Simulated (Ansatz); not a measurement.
Total energies of C₄H₁₂HfS₄, SMILES `C[S][Hf]([S]C)([S]C)[S]C`.

Z-matrix (Å, degrees):
```
Hf
C 1 3.194
S 1 2.417 2 93.8
S 1 2.436 2 86.6 3 -108.1
S 1 2.417 2 141.3 3 135.5
C 1 3.070 2 123.1 3 -23.4
S 1 2.410 2 34.6 3 113.7
H 2 1.090 1 137.3 3 -44.5
H 2 1.089 1 111.8 3 149.1
H 2 1.093 1 66.9 3 46.9
C 4 1.825 1 105.1 2 53.9
C 5 1.824 1 107.5 2 -129.6
H 6 1.089 1 128.3 2 125.9
H 6 1.089 1 121.7 2 -48.9
H 6 1.097 1 61.5 2 -142.9
H 11 1.090 4 107.4 1 148.5
H 11 1.089 4 109.8 1 -93.2
H 11 1.090 4 112.0 1 28.9
H 12 1.088 5 111.9 1 21.8
H 12 1.089 5 109.2 1 -100.2
H 12 1.089 5 107.5 1 141.5
```

The species carries charge 0 and has multiplicity 1. Correlated methods include outer-core shells of Hf, which these sets cover unevenly. Hf: def2 effective core potential. All single points use the PBE0-D4/def2-TZVP geometry. It is one conformer, not always the lowest. Basis def2-TZVPP, Ansatz.

RPA on PBE orbitals: Hartree–Fock energy of these orbitals -1796.22162 Eh, correlation -2.88638 Eh (frozen core).

```json
{"functional": "LDA (SPW92)", "energy without D4 (Eh)": "-1793.62420", "D4 term (kJ/mol)": "–"}
{"functional": "PBE", "energy without D4 (Eh)": "-1799.84206", "D4 term (kJ/mol)": "-70.2"}
{"functional": "revPBE", "energy without D4 (Eh)": "-1800.43996", "D4 term (kJ/mol)": "-169.7"}
{"functional": "BLYP", "energy without D4 (Eh)": "-1800.59334", "D4 term (kJ/mol)": "-143.1"}
{"functional": "B97M-V", "energy without D4 (Eh)": "-1800.34920", "D4 term (kJ/mol)": "–"}
{"functional": "B3LYP", "energy without D4 (Eh)": "-1800.82273", "D4 term (kJ/mol)": "-112.1"}
{"functional": "r2SCANh", "energy without D4 (Eh)": "-1800.52222", "D4 term (kJ/mol)": "-21.4"}
{"functional": "r2SCAN0", "energy without D4 (Eh)": "-1800.47692", "D4 term (kJ/mol)": "-23.6"}
{"functional": "BHLYP", "energy without D4 (Eh)": "-1800.50475", "D4 term (kJ/mol)": "-98.4"}
{"functional": "ωB97X-V", "energy without D4 (Eh)": "-1800.42277", "D4 term (kJ/mol)": "–"}
```

Question: Give the same for r2SCAN, PBE0, HSE06 (plane-wave form), CAM-B3LYP, LC-ωPBE, ωB97M-V, B2PLYP, PBE-QIDH. (Estimate.)

Answer: The calculation gave: 
```csv
functional,energy without D4 (Eh),D4 term (kJ/mol)
r2SCAN,-1800.55418,-19.6
PBE0,-1799.96700,-62.3
HSE06 (plane-wave form),-1799.92642,-59.4
CAM-B3LYP,-1800.62011,-65.6
LC-ωPBE,-1800.18457,–
ωB97M-V,-1800.46836,–
B2PLYP,-1799.96599,–
PBE-QIDH,-1799.53005,–
```

B3LYP takes the VWN-RPA correlation (the form of Gaussian; ORCA's B3LYP/G). HSE06 is the plane-wave form, built on full-range PBE exchange. The double hybrids freeze the cores in their second-order part.

LC-ωPBE has ω = 0.4 bohr⁻¹.
